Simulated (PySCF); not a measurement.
Peak assignment

Atoms are numbered as in `[H]/[N:1]=[CH:2]\[c:3]1[cH:4][cH:5][n:6]([SiH3:7])[cH:8]1`. Each H is labelled by its parent atom.

[PySCF 2.14.0 with density-fitted response routines: GFN2-xTB geometry; shieldings: GIAO PBE0/pcSseg-1; no relativistic terms; single conformer; rapidly exchanging positions averaged; no solvent model]

References, each an isolated molecule treated in the same way: ¹³C (186.93 ppm), ¹H (31.72 ppm) against TMS.

Task: Assign these signals to the numbered atoms. ¹³C{¹H} NMR (computed): δ 166.4 (CH), 131.2 (C), 128.3 (CH), 127.6 (CH), 120.9 (CH).

Result: 
```tsv
δ (ppm)	atoms	environment	reason
166.4	C2	C=N carbon	–
131.2	C3	substituted aromatic carbon	–
128.3	C5	aromatic CH next to a ring nitrogen	–
127.6	C8	aromatic CH next to a ring nitrogen	–
120.9	C4	aromatic CH	–
```

C5 and C8 lie closer than the usual error of such a calculation, so a measured spectrum could show them in the other order.

Task: Assign these signals to the numbered atoms. ¹H NMR (600 MHz, computed): δ 10.62 (br s, 1H), 8.34 (s, 1H), 7.02 (m, 1H), 6.70 (m, 1H), 6.69 (m, 1H), 5.13 (s, 3H).

Result: 
| δ (ppm) | atoms | environment | reason |
| --- | --- | --- | --- |
| 10.62 | H(N1) | hydrogen on an imine nitrogen | exchangeable; this is the value without hydrogen bonding to other molecules |
| 8.34 | H(C2) | hydrogen on a C=N carbon | – |
| 7.02 | H(C8) | hydrogen on an aromatic CH next to a ring nitrogen | it sits in the deshielding region of the aromatic ring current |
| 6.70 | H(C4) | hydrogen on an aromatic CH | ring-current deshielding |
| 6.69 | H(C5) | hydrogen on an aromatic CH next to a ring nitrogen | ring-current deshielding |
| 5.13 | H(Si7) | hydrogen on a silicon bonded to N | – |

H(C4) and H(C5) lie closer than the usual error of such a calculation, so a measured spectrum could show them in the other order.

The OH or NH signal is concentration- and solvent-dependent in practice; the value given is the gas-phase one. Shifts are as computed. Against solution values, carbons near 30 ppm lie about +3 ppm off and those near 130 ppm about +5 ppm. Of 1309 compounds with measured shifts, 239 miss one by over three times the rms of a fit or turn the order of signals round; such compounds aren't used in these exercises. No couplings were computed; multiplicities are counted from neighbouring protons, with m where these are inequivalent, close in shift, in a saturated or five-membered ring or joined by F or P, and br s for small geminal =CH2 splittings.
